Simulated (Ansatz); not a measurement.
Ansatz (a program for electronic structure) input file for B(F)(NCO)(OH) (CHBFNO₂), SMILES O=C=NB(O)F, B3LYP-D3(BJ)/def2-SVP. 

Ansatz 0.2 input:
```yaml
crystal:
  periodic: [false, false, false]
  atoms:
    - {symbol: B, position_ang: [0.00743924, -0.95253705, 0.00000001]}
    - {symbol: F, position_ang: [1.06111375, -1.77164248, -0.00000000]}
    - {symbol: N, position_ang: [0.26855117, 0.43262559, -0.00000000]}
    - {symbol: C, position_ang: [0.04354982, 1.60112310, 0.00000001]}
    - {symbol: O, position_ang: [-0.07150180, 2.74612345, -0.00000000]}
    - {symbol: O, position_ang: [-1.23074492, -1.43796197, -0.00000000]}
    - {symbol: H, position_ang: [-1.31040330, -2.39294196, 0.00000000]}
basis:
  gaussian:
    orbitals: def2-SVP
hamiltonian:
  xc: b3lyp
  dispersion: d3bj
relax: {f_tol: 0.002, max_steps: 200}
```

It prints:

```
WARN ansatz: RAYON_NUM_THREADS=1 ignored (pool sized by the plan → 1); use --threads N
Functional definition: B3LYP
integrals: 0.04 GiB planned
958 factors; integrals over basis functions are off by at most 5.0e-4 eV
mean field: 0.30 GiB planned
mean field evaluation 1: about -10018.8742 eV, gradient 7.0e1 eV
mean field evaluation 2: about -10010.4979 eV, gradient 9.7e1 eV
mean field evaluation 4: about -10027.0745 eV, gradient 4.1e0 eV
mean field evaluation 8: about -10027.1632 eV, gradient 5.6e-1 eV
mean field evaluation 16: about -10027.1637 eV, gradient 5.7e-5 eV
mean field -10027.16372364 eV, -368.4914701882 hartree, gradient 5.7e-5 eV, S^2 0.000000; 0 other end points of the search recorded, 0 dependent functions left out
the calculation of the forces begins
reference -10027.16391365 eV, -368.4914771707 hartree; 22, 22 occupied and 67, 67 virtual orbitals, 958 factors
relax step   1: F+E_penalty+E_count = -10027.35486001 eV  Δ(F+E_penalty+E_count) = +0.000e0 eV  max|allowed force component| = 1.994e0 eV/Å  Δτ_max = 0.0000 Å  (29 SCF iters, accepted)
these checks for a lower state are left out or cut short: starts, cluster_reference, orbital_swaps, neighbouring_geometries, increment
integrals: 0.04 GiB planned
958 factors; integrals over basis functions are off by at most 5.2e-4 eV
mean field: 0.30 GiB planned
mean field -10027.20500411 eV, -368.4929872172 hartree, gradient 2.6e-5 eV, S^2 0.000000; 0 other end points of the search recorded, 0 dependent functions left out
the calculation of the forces begins
reference -10027.20519487 eV, -368.4929942278 hartree; 22, 22 occupied and 67, 67 virtual orbitals, 958 factors
relax step   2: F+E_penalty+E_count = -10027.39507265 eV  Δ(F+E_penalty+E_count) = -4.021e-2 eV  max|allowed force component| = 4.514e-1 eV/Å  Δτ_max = 0.0290 Å  (34 SCF iters, accepted)
these checks for a lower state are left out or cut short: starts, cluster_reference, orbital_swaps, neighbouring_geometries, increment
integrals: 0.04 GiB planned
958 factors; integrals over basis functions are off by at most 5.3e-4 eV
mean field: 0.30 GiB planned
mean field evaluation 32: about -10027.2097 eV, gradient 5.6e-6 eV
mean field -10027.20966291 eV, -368.4931584251 hartree, gradient 5.5e-6 eV, S^2 0.000000; 0 other end points of the search recorded, 0 dependent functions left out
the calculation of the forces begins
reference -10027.20985369 eV, -368.4931654361 hartree; 22, 22 occupied and 67, 67 virtual orbitals, 958 factors
relax step   3: F+E_penalty+E_count = -10027.39953766 eV  Δ(F+E_penalty+E_count) = -4.465e-3 eV  max|allowed force component| = 1.636e-1 eV/Å  Δτ_max = 0.0090 Å  (35 SCF iters, accepted)
these checks for a lower state are left out or cut short: starts, cluster_reference, orbital_swaps, neighbouring_geometries, increment
integrals: 0.04 GiB planned
958 factors; integrals over basis functions are off by at most 5.3e-4 eV
mean field: 0.30 GiB planned
mean field -10027.21165838 eV, -368.4932317574 hartree, gradient 5.5e-6 eV, S^2 0.000000; 0 other end points of the search recorded, 0 dependent functions left out
the calculation of the forces begins
reference -10027.21184900 eV, -368.4932387625 hartree; 22, 22 occupied and 67, 67 virtual orbitals, 958 factors
relax step   4: F+E_penalty+E_count = -10027.40162036 eV  Δ(F+E_penalty+E_count) = -2.083e-3 eV  max|allowed force component| = 9.849e-2 eV/Å  Δτ_max = 0.0094 Å  (35 SCF iters, accepted)
these checks for a lower state are left out or cut short: starts, cluster_reference, orbital_swaps, neighbouring_geometries, increment
integrals: 0.04 GiB planned
958 factors; integrals over basis functions are off by at most 5.3e-4 eV
mean field: 0.30 GiB planned
mean field -10027.21214773 eV, -368.4932497407 hartree, gradient 5.5e-6 eV, S^2 0.000000; 0 other end points of the search recorded, 0 dependent functions left out
the calculation of the forces begins
reference -10027.21233823 eV, -368.4932567414 hartree; 22, 22 occupied and 67, 67 virtual orbitals, 958 factors
relax step   5: F+E_penalty+E_count = -10027.40220437 eV  Δ(F+E_penalty+E_count) = -5.840e-4 eV  max|allowed force component| = 3.506e-2 eV/Å  Δτ_max = 0.0074 Å  (36 SCF iters, accepted)
these checks for a lower state are left out or cut short: starts, cluster_reference, orbital_swaps, neighbouring_geometries, increment
integrals: 0.04 GiB planned
958 factors; integrals over basis functions are off by at most 5.3e-4 eV
mean field: 0.30 GiB planned
mean field -10027.21239324 eV, -368.4932587631 hartree, gradient 5.5e-6 eV, S^2 0.000000; 0 other end points of the search recorded, 0 dependent functions left out
the calculation of the forces begins
reference -10027.21258381 eV, -368.4932657661 hartree; 22, 22 occupied and 67, 67 virtual orbitals, 958 factors
relax step   6: F+E_penalty+E_count = -10027.40236120 eV  Δ(F+E_penalty+E_count) = -1.568e-4 eV  max|allowed force component| = 1.868e-2 eV/Å  Δτ_max = 0.0071 Å  (35 SCF iters, accepted)
these checks for a lower state are left out or cut short: starts, cluster_reference, orbital_swaps, neighbouring_geometries, increment
integrals: 0.04 GiB planned
958 factors; integrals over basis functions are off by at most 5.3e-4 eV
mean field: 0.30 GiB planned
mean field evaluation 64: about -10027.2127 eV, gradient 5.7e-6 eV
mean field -10027.21273121 eV, -368.4932711830 hartree, gradient 5.5e-6 eV, S^2 0.000000; 0 other end points of the search recorded, 0 dependent functions left out
the calculation of the forces begins
reference -10027.21292192 eV, -368.4932781916 hartree; 22, 22 occupied and 67, 67 virtual orbitals, 958 factors
relax step   7: F+E_penalty+E_count = -10027.40252167 eV  Δ(F+E_penalty+E_count) = -1.605e-4 eV  max|allowed force component| = 3.576e-2 eV/Å  Δτ_max = 0.0170 Å  (34 SCF iters, accepted)
these checks for a lower state are left out or cut short: starts, cluster_reference, orbital_swaps, neighbouring_geometries, increment
integrals: 0.04 GiB planned
958 factors; integrals over basis functions are off by at most 5.2e-4 eV
mean field: 0.30 GiB planned
mean field -10027.21305986 eV, -368.4932832606 hartree, gradient 5.5e-6 eV, S^2 0.000000; 0 other end points of the search recorded, 0 dependent functions left out
the calculation of the forces begins
reference -10027.21325069 eV, -368.4932902737 hartree; 22, 22 occupied and 67, 67 virtual orbitals, 958 factors
relax step   8: F+E_penalty+E_count = -10027.40264973 eV  Δ(F+E_penalty+E_count) = -1.281e-4 eV  max|allowed force component| = 1.619e-2 eV/Å  Δτ_max = 0.0186 Å  (34 SCF iters, accepted)
these checks for a lower state are left out or cut short: starts, cluster_reference, orbital_swaps, neighbouring_geometries, increment
integrals: 0.04 GiB planned
958 factors; integrals over basis functions are off by at most 5.2e-4 eV
mean field: 0.30 GiB planned
mean field -10027.21313448 eV, -368.4932860028 hartree, gradient 8.0e-6 eV, S^2 0.000000; 0 other end points of the search recorded, 0 dependent functions left out
the calculation of the forces begins
reference -10027.21332534 eV, -368.4932930169 hartree; 22, 22 occupied and 67, 67 virtual orbitals, 958 factors
relax step   9: F+E_penalty+E_count = -10027.40266889 eV  Δ(F+E_penalty+E_count) = -1.915e-5 eV  max|allowed force component| = 1.050e-2 eV/Å  Δτ_max = 0.0049 Å  (26 SCF iters, accepted)
these checks for a lower state are left out or cut short: starts, cluster_reference, orbital_swaps, neighbouring_geometries, increment
integrals: 0.04 GiB planned
958 factors; integrals over basis functions are off by at most 5.2e-4 eV
mean field: 0.30 GiB planned
mean field -10027.21336236 eV, -368.4932943774 hartree, gradient 5.5e-6 eV, S^2 0.000000; 0 other end points of the search recorded, 0 dependent functions left out
the calculation of the forces begins
reference -10027.21355332 eV, -368.4933013950 hartree; 22, 22 occupied and 67, 67 virtual orbitals, 958 factors
relax step  10: F+E_penalty+E_count = -10027.40269568 eV  Δ(F+E_penalty+E_count) = -2.679e-5 eV  max|allowed force component| = 1.726e-2 eV/Å  Δτ_max = 0.0197 Å  (34 SCF iters, accepted)
these checks for a lower state are left out or cut short: starts, cluster_reference, orbital_swaps, neighbouring_geometries, increment
integrals: 0.04 GiB planned
958 factors; integrals over basis functions are off by at most 5.2e-4 eV
mean field: 0.30 GiB planned
mean field -10027.21335185 eV, -368.4932939913 hartree, gradient 8.1e-5 eV, S^2 0.000000; 0 other end points of the search recorded, 0 dependent functions left out
the calculation of the forces begins
reference -10027.21354280 eV, -368.4933010086 hartree; 22, 22 occupied and 67, 67 virtual orbitals, 958 factors
relax step  11: F+E_penalty+E_count = -10027.40269732 eV  Δ(F+E_penalty+E_count) = -1.647e-6 eV  max|allowed force component| = 6.154e-3 eV/Å  Δτ_max = 0.0015 Å  (22 SCF iters, accepted)
these checks for a lower state are left out or cut short: starts, cluster_reference, orbital_swaps, neighbouring_geometries, increment
integrals: 0.04 GiB planned
958 factors; integrals over basis functions are off by at most 5.2e-4 eV
mean field: 0.30 GiB planned
mean field evaluation 96: about -10027.2133 eV, gradient 2.8e-2 eV
mean field -10027.21334860 eV, -368.4932938719 hartree, gradient 2.4e-5 eV, S^2 0.000000; 0 other end points of the search recorded, 0 dependent functions left out
the calculation of the forces begins
reference -10027.21353955 eV, -368.4933008890 hartree; 22, 22 occupied and 67, 67 virtual orbitals, 958 factors
relax step  12: F+E_penalty+E_count = -10027.40269835 eV  Δ(F+E_penalty+E_count) = -1.024e-6 eV  max|allowed force component| = 1.439e-3 eV/Å  Δτ_max = 0.0003 Å  (21 SCF iters, accepted)
integrals: 0.04 GiB planned
958 factors; integrals over basis functions are off by at most 5.2e-4 eV
mean field: 0.30 GiB planned
mean field -10027.21334860 eV, -368.4932938719 hartree, gradient 2.4e-5 eV, S^2 0.000000; 1 other end points of the search recorded, 0 dependent functions left out
the calculation of the forces begins
reference -10027.21353955 eV, -368.4933008890 hartree; 22, 22 occupied and 67, 67 virtual orbitals, 958 factors
Total energy: -10027.40288929 eV, -368.5002593637 hartree
Atom 0 at    -0.002583    -0.963335     0.000000 Å, force    -0.000656    -0.000373     0.000000 eV/Å
Atom 1 at     1.055361    -1.778357     0.000000 Å, force     0.000357     0.000145    -0.000000 eV/Å
Atom 2 at     0.215273     0.440818    -0.000000 Å, force     0.000191     0.000001    -0.000000 eV/Å
Atom 3 at     0.063216     1.629971     0.000000 Å, force     0.000238    -0.001088     0.000000 eV/Å
Atom 4 at    -0.034345     2.794929     0.000000 Å, force    -0.000208     0.001439    -0.000000 eV/Å
Atom 5 at    -1.254943    -1.466467     0.000000 Å, force     0.000529     0.000577    -0.000000 eV/Å
Atom 6 at    -1.273974    -2.432770    -0.000000 Å, force    -0.000450    -0.000702     0.000000 eV/Å
Dipole moment:    -0.143347    -0.499319     0.000000 e Å
```

The calculation finished and met its thresholds.
